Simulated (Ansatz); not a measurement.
Consider the isomerisation: `C=CS[SiH2]C` → `C[SiH2]CC=S`.

Gas-phase electronic energies from Ansatz, PBE0-D4/def2-TZVP geometries. CCSD(T)/CBS adds triple-zeta CCSD(T) − MP2 to the extrapolated MP2 energy (def2 sets, frozen cores). DFT in def2-TZVPP. HSE06 is defined as in plane-wave codes. One conformer a species, not always the lowest.

```tsv
level	ΔE (kcal/mol)	difference from CCSD(T)/CBS
LDA (SPW92)	9.7	-0.9
BLYP-D4	10.1	-0.5
r2SCANh-D4	10.8	0.2
HSE06-D4	10.9	0.3
ωB97M-V	10.5	-0.1
B2PLYP	10.2	-0.4
PBE-QIDH	10.6	0.0
PBE	10.6	0.0
r2SCAN	10.8	0.2
PBE0	11.1	0.5
r2SCAN0	11.2	0.6
BHLYP	11.5	0.9
RPA@PBE/def2-TZVPP	8.4	-2.2
MP2/def2-SVP	7.1	-3.5
MP2/def2-QZVPP	10.1	-0.5
SCS-MP2/def2-QZVPP	10.6	0.0
CCSD(T)/CBS	10.6	0
```

Largest T1 diagnostic among the species: 0.015.

From BLYP to BHLYP (50 % exact exchange), in def2-TZVPP and without D4, ΔE moves by +1.0 kcal/mol. Leaving LDA and LC-ωPBE aside and taking each functional with its dispersion term where it has one, the values, not all of them listed here, spread over 1.3 kcal/mol, from BLYP-D4 to BHLYP-D4. LDA lies −0.9 kcal/mol from PBE without D4.
